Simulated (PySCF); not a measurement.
**SiBr⁺: one state, many levels of theory**

State: ¹Σ⁺ (singlet), closed shell. Set-up: PySCF, no relativity, basis sets Si def2-TZVPPD, Br def2-TZVPPD. De refers to Si⁺ + Br in their high-spin ground configurations, without counterpoise correction. A positive dipole points towards Br; it is taken about the centre of mass and depends on that origin.

| Level | Re (Å) | ωe (cm⁻¹) | De (eV) | μ (D) | CPU s a point (SCF and correlation, without the integrals) |
| --- | --- | --- | --- | --- | --- |
| RHF | 2.103 | 549 | 3.20 | -5.06 | 1.5 |
| RHF-MP2 | 2.102 | 549 | 4.77 | n/a | 2.4 |
| RHF-SCS-MP2 | 2.105 | 546 | 4.60 | n/a | n/a |
| RHF-CCSD | 2.104 | 545 | 4.42 | n/a | n/a |
| RHF-CCSD(T) | 2.111 | 536 | 4.62 | n/a | 42 |
| LDA | 2.108 | 523 | 5.66 | -4.43 | 1.8 |
| PBE | 2.131 | 508 | 5.00 | -4.52 | 2.4 |
| BLYP | 2.145 | 491 | 4.71 | -4.68 | 1.7 |
| TPSS | 2.124 | 513 | 4.85 | -4.49 | 3.3 |
| r²SCAN | 2.115 | 525 | 4.91 | -4.48 | 3.8 |
| M06-L | 2.103 | 538 | 4.88 | -4.26 | 3.1 |
| PBE0 | 2.109 | 534 | 4.77 | -4.61 | 7.9 |
| BHandHLYP | 2.103 | 540 | 4.33 | -4.85 | 3.2 |
| LC-ωPBE | 2.085 | 562 | 4.48 | -4.59 | 6.1 |

(1) Which functional lies closest to RHF-CCSD(T) in De, which farthest, and by how much do they differ from it?

(2) What does a quarter of exact exchange do here, going from PBE to PBE0?

(3) What does the step from GGA to meta-GGA do here, going from PBE to r²SCAN?

Correlated steps freeze 14 core orbitals. For an ion De counts to the pair picked by the measured ionisation energies or electron affinities, which need not be the lowest pair at this level. Where the molecule has an RHF reference, its open-shell atoms are computed with UHF.

The whole job (state search and all levels along the bond) took about 8 min on 2 threads of Intel Xeon Platinum 8175M @ 2.50GHz (shared host), peak memory 3.2 GiB.

Answers

(1) Closest is BLYP (+3.4 pm in Re, -8.4 % in ωe, +0.09 eV in De against RHF-CCSD(T) in the same basis), farthest LDA (-0.3 pm in Re, -2.4 % in ωe, +1.04 eV in De). CCSD(T) converges more slowly with the basis than the functionals do and binds too weakly in this one, so the order can change at the basis-set limit.

(2) PBE0 less PBE: -2.2 pm in Re, +5.1 % in ωe, -0.23 eV in De. Exact exchange removes part of the self-interaction that spreads semilocal densities, and in most molecules shortens and stiffens the bond and lowers De; so it does here.

(3) r²SCAN less PBE: -1.6 pm in Re, +3.3 % in ωe, -0.09 eV in De.
